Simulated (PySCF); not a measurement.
C4H5Cl2F.
SMILES with atom numbers: `[CH2:1]=[CH:2][C@H:3]([F:4])[CH:5]([Cl:6])[Cl:7]` (hydrogens: H8, H9 on C1; H10 on C2; H11 on C3; H12 on C5)

Structure used (GFN2-xTB), in Å, numbered top down from 1:
```
atom  x, y, z in Å
C1     1.9573   -0.1082   -0.3389
C2     0.8239    0.5329   -0.1343
C3    -0.2990    0.0084    0.7118
F4     0.0215   -1.1966    1.2916
C5    -1.5897   -0.1945   -0.0924
Cl6   -2.3080    1.3824   -0.4653
Cl7   -1.2711   -1.0844   -1.5959
H8     2.1496   -1.0687    0.1084
H9     2.7332    0.3063   -0.9576
H10    0.6147    1.4949   -0.5786
H11   -0.5147    0.6986    1.5415
H12   -2.3167   -0.7718    0.4837
```

PySCF, density fitting, gas phase, GFN2-xTB geometry. The standard run uses grid level 2 after a coarse-grid start, the def2-universal JK fitting basis (with tight functions added where the orbital basis needs them), an energy threshold of 1e-9 Eh and DIIS. The changed runs have no coarse-grid stage.

**Question.** Standard PBE0/pcSseg-1: E = -1174.992559 Eh, HOMO -8.071 eV, LUMO -0.255 eV, dipole 1.185 D, 14 cycles (coarse-grid cycles included). What changes at PBE0/pcSseg-1 with: grid level 1?

**Answer.** E = -1174.992548 Eh (+0.011 mEh), HOMO -8.071 eV (0.000), LUMO -0.255 eV (0.000), dipole 1.185 D (0.000), 10 SCF cycles. The result matches the standard run within 0.02 mEh and 0.003 eV.

The cycles:
```
cycle   1  E = -1174.9109010089  dE =  8.596e-01  |g| = 6.194e-01  |ddm| = 3.117e+00
cycle   2  E = -1174.7905774975  dE =  1.203e-01  |g| = 1.007e+00  |ddm| = 1.310e+00
cycle   3  E = -1174.9905758024  dE = -2.000e-01  |g| = 8.774e-02  |ddm| = 8.694e-01
cycle   4  E = -1174.9919789070  dE = -1.403e-03  |g| = 4.767e-02  |ddm| = 1.107e-01
cycle   5  E = -1174.9925094059  dE = -5.305e-04  |g| = 1.255e-02  |ddm| = 4.294e-02
cycle   6  E = -1174.9925455319  dE = -3.613e-05  |g| = 3.002e-03  |ddm| = 1.099e-02
cycle   7  E = -1174.9925477401  dE = -2.208e-06  |g| = 6.743e-04  |ddm| = 3.058e-03
cycle   8  E = -1174.9925478186  dE = -7.853e-08  |g| = 2.015e-04  |ddm| = 7.241e-04
cycle   9  E = -1174.9925478268  dE = -8.134e-09  |g| = 6.732e-05  |ddm| = 2.223e-04
cycle  10  E = -1174.9925478276  dE = -8.426e-10  |g| = 1.197e-05  |ddm| = 6.723e-05
```
